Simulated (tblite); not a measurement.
C6H9AlN2O.
Atom-mapped SMILES: `[cH:1]1[cH:2][o:3][c:4]([Al:5]2[NH:6][CH2:7][CH2:8][NH:9]2)[cH:10]1` (hydrogens: H11 on C1; H12 on C2; H13 on N6; H14, H15 on C7; H16, H17 on C8; H18 on N9; H19 on C10)

Computed with GFN2-xTB (tblite), gas phase: L-BFGS steps from a force-field or distance-geometry start until the largest atomic force falls under 0.01 eV/Å.

Step 1: E = -772.2905 eV
```
atom  x, y, z in Å  |  force x, y, z in eV/Å
C1      3.4978   -0.6562   -0.3888    0.489  -1.050  -0.238
C2      3.6090    0.6869   -0.3451   -0.097   0.638   0.167
O3      2.4352    1.2493    0.0022    0.210  -0.036  -0.124
C4      1.5254    0.2422    0.1648    0.133   0.243   0.351
Al5    -0.3757    0.5524    0.6478   -0.908  -0.535  -1.501
N6     -1.5125    1.5669   -0.4537    1.161  -0.289   0.937
C7     -2.4170    0.5826   -1.0056    0.382   0.270   0.193
C8     -2.5014   -0.7442   -0.1989    0.133  -0.230   0.135
N9     -1.5556   -0.8781    0.8903    0.882   0.904   0.307
C10     2.1696   -0.9535   -0.0657   -0.668   0.042   0.177
H11     4.2599   -1.3849   -0.6302   -0.127   0.304   0.045
H12     4.4730    1.3030   -0.5178   -0.204   0.164   0.033
H13    -1.9612    2.3644   -0.0193   -0.348   0.052  -0.277
H14    -3.4098    0.9765   -1.0722   -0.674   0.377  -0.193
H15    -2.0812    0.3261   -2.0094    0.172   0.101  -0.110
H16    -2.3272   -1.5422   -0.9191    0.111  -0.260   0.027
H17    -3.5118   -0.8360    0.1554   -0.555  -0.207   0.295
H18    -2.0053   -0.9460    1.7995   -0.152  -0.249  -0.199
H19     1.6791   -1.8998    0.0040    0.059  -0.238  -0.024
```

Step 2: E = -772.4252 eV
```
atom  x, y, z in Å  |  force x, y, z in eV/Å
C1      3.5039   -0.6711   -0.3922   -0.454   0.454   0.114
C2      3.6101    0.6931   -0.3431   -0.249  -0.505   0.103
O3      2.4391    1.2544    0.0003    0.050  -0.270  -0.048
C4      1.5253    0.2433    0.1716    0.072   0.414   0.270
Al5    -0.3931    0.5426    0.6205   -0.063  -0.424  -1.089
N6     -1.4883    1.5644   -0.4344    0.120  -0.019   0.464
C7     -2.4135    0.5921   -1.0085    0.233  -0.016   0.468
C8     -2.5039   -0.7561   -0.1946    0.323   0.356   0.109
N9     -1.5366   -0.8612    0.8982    0.036   0.466   0.123
C10     2.1592   -0.9532   -0.0630    0.074   0.072   0.006
H11     4.2588   -1.3805   -0.6298    0.258  -0.124  -0.084
H12     4.4690    1.3062   -0.5171   -0.043   0.255   0.003
H13    -1.9675    2.3643   -0.0248   -0.079  -0.058  -0.342
H14    -3.4206    0.9821   -1.0755   -0.209   0.306  -0.133
H15    -2.0784    0.3278   -2.0101    0.166   0.146  -0.085
H16    -2.3252   -1.5454   -0.9180    0.113  -0.318   0.029
H17    -3.5198   -0.8391    0.1596   -0.327  -0.222   0.275
H18    -2.0082   -0.9503    1.7951    0.003  -0.270  -0.184
H19     1.6801   -1.9041    0.0036   -0.024  -0.244   0.002
```

Step 3: E = -772.4883 eV
```
atom  x, y, z in Å  |  force x, y, z in eV/Å
C1      3.4973   -0.6683   -0.3914   -0.060  -0.263  -0.005
C2      3.6067    0.6848   -0.3405    0.134   0.209   0.008
O3      2.4420    1.2536   -0.0015   -0.065  -0.159   0.042
C4      1.5259    0.2509    0.1803    0.044   0.114   0.129
Al5    -0.4032    0.5295    0.5861    0.673  -0.309  -0.592
N6     -1.4732    1.5637   -0.4152   -0.561   0.174  -0.047
C7     -2.4084    0.5978   -1.0028   -0.027  -0.105   0.280
C8     -2.5004   -0.7574   -0.1897    0.061   0.366   0.038
N9     -1.5257   -0.8438    0.9052   -0.442   0.060  -0.008
C10     2.1560   -0.9519   -0.0617   -0.160   0.031   0.083
H11     4.2636   -1.3811   -0.6313   -0.022   0.094  -0.002
H12     4.4661    1.3127   -0.5167   -0.241   0.031   0.043
H13    -1.9721    2.3628   -0.0342    0.028   0.039  -0.285
H14    -3.4295    0.9904   -1.0795    0.244   0.180  -0.052
H15    -2.0740    0.3315   -2.0117    0.113   0.203   0.110
H16    -2.3222   -1.5527   -0.9167    0.084  -0.155   0.171
H17    -3.5294   -0.8446    0.1667    0.093  -0.178   0.153
H18    -2.0096   -0.9575    1.7892    0.068  -0.287  -0.070
H19     1.6800   -1.9109    0.0035    0.036  -0.045   0.005
```

Q: Estimate the geometry and energy of step 4. (The exact step hangs on the optimiser's Hessian estimate; all steps are aligned on step 3, rigid shifts and turns removed.)

A: E = -772.5223 eV, largest force 0.719 eV/Å
```
atom  x, y, z in Å  |  force x, y, z in eV/Å
C1      3.4944   -0.6724   -0.3913   -0.054   0.011   0.025
C2      3.6081    0.6856   -0.3394   -0.041  -0.101   0.014
O3      2.4421    1.2513   -0.0015   -0.013  -0.020   0.063
C4      1.5266    0.2550    0.1856    0.107  -0.041   0.038
Al5    -0.3964    0.5197    0.5638    0.556  -0.206  -0.406
N6     -1.4759    1.5664   -0.4086   -0.400  -0.037  -0.183
C7     -2.4072    0.5988   -0.9969   -0.115  -0.061   0.069
C8     -2.4987   -0.7531   -0.1872   -0.111   0.141  -0.027
N9     -1.5282   -0.8362    0.9079   -0.304   0.035  -0.130
C10     2.1518   -0.9510   -0.0598   -0.051  -0.028   0.058
H11     4.2648   -1.3796   -0.6318   -0.036   0.055  -0.003
H12     4.4610    1.3155   -0.5158   -0.130   0.078   0.021
H13    -1.9734    2.3628   -0.0422   -0.087   0.271  -0.155
H14    -3.4288    0.9962   -1.0818    0.299   0.125  -0.021
H15    -2.0705    0.3361   -2.0104    0.081   0.197   0.198
H16    -2.3197   -1.5577   -0.9133    0.053  -0.005   0.251
H17    -3.5312   -0.8495    0.1716    0.207  -0.131   0.091
H18    -2.0091   -0.9648    1.7859    0.015  -0.293   0.081
H19     1.6806   -1.9140    0.0035    0.024   0.013   0.016
```

The energy changes by -0.0340 eV. The first-order estimate −F·Δx gives -0.0434 eV and the mean of the old and new forces, exact on a quadratic surface, -0.0340 eV. The step makes an angle of 39° with the force vector and moves no atom by more than 0.025 Å.

The cost below is that of the whole relaxation. Hardware: one thread of an Arm Neoverse N1, shared host with 64 logical CPUs at a one-minute load of 60. Cost: 2.8 s wall.
